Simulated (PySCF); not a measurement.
CH3F2GaO.

```xyz
8

Ga     0.1828     0.2317     0.2219
F      1.5563     1.2336     0.5526
F     -1.0769     0.1421     1.4214
O      0.0573    -0.6728    -1.2776
C     -1.0604    -1.4988    -1.5709
H     -1.5516    -1.1384    -2.4905
H     -0.7149    -2.5313    -1.7478
H     -1.8111    -1.5180    -0.7613
```

The structure is a stationary point at r2SCAN-D4/def2-SVP. The structure was generated by enumeration; whether it is a known compound was not checked. The values are those of a single conformer.

Method: PBE0/pcSseg-1 (PySCF). Non-relativistic, no solvent.

Computed absolute GIAO shielding of each atom: isotropic value and principal components (ppm):
| atom | σ(iso) | σ11 | σ22 | σ33 | span |
|---|---|---|---|---|---|
| Ga1 | 1609.6 | 1353.6 | 1650.1 | 1825.1 | 471.4 |
| F2 | 372.9 | 294.3 | 378.2 | 446.1 | 151.8 |
| F3 | 373.5 | 268.9 | 413.9 | 437.8 | 169.0 |
| O4 | 298.0 | 213.2 | 318.9 | 361.7 | 148.5 |
| C5 | 125.7 | 94.1 | 99.8 | 183.1 | 89.0 |
| H6 | 27.2 | 23.1 | 24.5 | 34.1 | 10.9 |
| H7 | 27.2 | 23.1 | 24.5 | 34.1 | 10.9 |
| H8 | 27.1 | 21.7 | 25.8 | 33.7 | 11.9 |
